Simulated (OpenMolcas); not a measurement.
An atom or ion with 42 electrons was computed by SS-RASPT2, IPEA 0.25 Eh, imaginary shift 0.1 Eh with spin-orbit coupling (OpenMolcas, ANO-RCC-VTZP, DKH2). The lowest levels that the run gave, each within 12 % of the measured value where one is at hand:

```json
{"J": "4", "Parity": "even", "E (cm-1)": "0.0", "g": "1.498"}
{"J": "3", "Parity": "even", "E (cm-1)": "1169", "g": "1.499"}
{"J": "2", "Parity": "even", "E (cm-1)": "1859", "g": "1.499"}
{"J": "1", "Parity": "even", "E (cm-1)": "2310", "g": "1.500"}
{"J": "0", "Parity": "even", "E (cm-1)": "2520", "g": ""}
{"J": "6", "Parity": "even", "E (cm-1)": "15890", "g": "1.163"}
{"J": "4", "Parity": "even", "E (cm-1)": "15980", "g": "0.954"}
{"J": "5", "Parity": "even", "E (cm-1)": "16180", "g": "1.059"}
{"J": "2", "Parity": "even", "E (cm-1)": "16190", "g": "1.489"}
{"J": "4", "Parity": "even", "E (cm-1)": "17800", "g": "1.075"}
{"J": "3", "Parity": "even", "E (cm-1)": "17990", "g": "1.020"}
{"J": "2", "Parity": "even", "E (cm-1)": "18630", "g": "0.675"}
```

**Question.** Which ion is it, and what are the configurations and terms?

**Answer.** Ru2+ (Z = 44, charge +2; active space 12 electrons in 8 orbitals (RAS1 4p, at most 2 holes; RAS2 4d)). J, parity and g give the terms where levels are pure, and mixed ones are named by the computed weights; the size of the splittings, set against known spectra of the 42-electron sequence, gives the charge. In order, with the measured energies in cm-1 (Moore, Atomic Energy Levels, vol. III, NSRDS-NBS 35 (1971 reprint of NBS Circular 467, 1958)): 4d6 5D4, 4d6 5D3 (1159), 4d6 5D2 (1826), 4d6 5D1 (2266), 4d6 5D0 (2476), 4d6 3H6, 4d6 3H4 [55 %], 4d6 3H5, 4d6 3P2(1), 4d6 3F4(1) [57 %], 4d6 3F3(1), 4d6 3F2(1).

Term energies are means over components that CASPT2 splits; among the terms shown or strongly mixed into the levels shown the widest spread is 130 cm-1 (4d6 3H). Active for correlation alone: 4p; no level in the range computed is led by a configuration that opens it, so any true level of that kind is missing. Computed and measured levels are paired by configuration, term and J; levels that our copy of the source lacks, or whose pairing is in doubt (as where it misses far off the trend of its configuration), stay unpaired and out of the deviations. Levels of configurations outside the active space are missing.

A share in square brackets marks a mixed level and gives the weight of the term that names it. A number in round brackets counts repeated terms of one configuration in the order of the reference energies.
